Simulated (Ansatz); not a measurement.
Geometry optimisation, RKS PBE-D4/def2-SVP (Ansatz 0.2.0).

input.yaml

```yaml
crystal:
  periodic: [false, false, false]
  atoms:
    - { symbol: Ti, position_ang: [-0.592241, 0.054056, -0.498276] }
    - { symbol: Cl, position_ang: [0.062216, -0.078334, 3.019274] }
    - { symbol: Cl, position_ang: [1.519626, -0.075809, 0.061233] }
    - { symbol: Cl, position_ang: [-0.732185, 1.85383, -1.700631] }
    - { symbol: Cl, position_ang: [-0.970794, -1.670439, -1.762885] }
    - { symbol: S, position_ang: [-2.589303, 0.183779, 0.794947] }
    - { symbol: H, position_ang: [-2.827676, -1.12562, 0.48831] }
    - { symbol: H, position_ang: [-1.274244, -0.014263, 3.024728] }
basis:
  gaussian: { orbitals: def2-SVP }
hamiltonian:
  xc: pbe
  dispersion: d4
relax:
  f_tol: 0.03
  max_steps: 50
```

Run as:

```bash
$ ansatz run input.yaml --threads 4 --pin off --max-ram 5120MiB --backend cpu --events-out ev --progress --plain --runs-dir out
```

Q: Where does it end, and by what steps?

A: It converged. The force dipped under the threshold on the way, but the program's further checks kept it going. After 20 steps the energy has fallen by 0.373 eV; H7 moved furthest, 0.81 Å.

```
step  energy less start (eV)  largest force component (eV/Å)  accepted
   0                  0.0000                           0.912       yes
   1                 -0.0893                           1.001       yes
   2                 -0.1572                           1.653       yes
   3                 -0.2852                           0.886       yes
   4                 -0.3203                           0.704       yes
   5                 -0.3453                           0.222       yes
   6                 -0.3582                           0.167       yes
   7                 -0.3554                           0.605        no
   8                 -0.3636                           0.056       yes
   9                 -0.3651                           0.276       yes
  10                 -0.3693                           0.015       yes
  11                 -0.3701                           0.040       yes
  12                 -0.3703                           0.089       yes
  13                 -0.3707                           0.052       yes
  14                 -0.3713                           0.016       yes
  15                 -0.3717                           0.019       yes
  16                 -0.3699                           0.248        no
  17                 -0.3720                           0.079       yes
  18                 -0.3725                           0.042       yes
  19                 -0.3698                           0.313        no
  20                 -0.3728                           0.023       yes
```

```xyz
8
Properties=species:S:1:pos:R:3
Ti -0.731 -0.001 -0.812
Cl -0.235 0.121 3.636
Cl 1.092 -0.527 0.243
Cl -0.696 2.025 -1.573
Cl -1.137 -1.476 -2.358
S -2.449 -0.019 0.700
H -2.215 -1.341 0.968
H -1.032 0.347 2.623
```

Whether the end is a true minimum wasn't checked by a vibrational analysis.

Run time: 42 s on 4 threads of AMD EPYC 7B13 (Zen 3), on a shared host, peak memory 0.25 GiB.
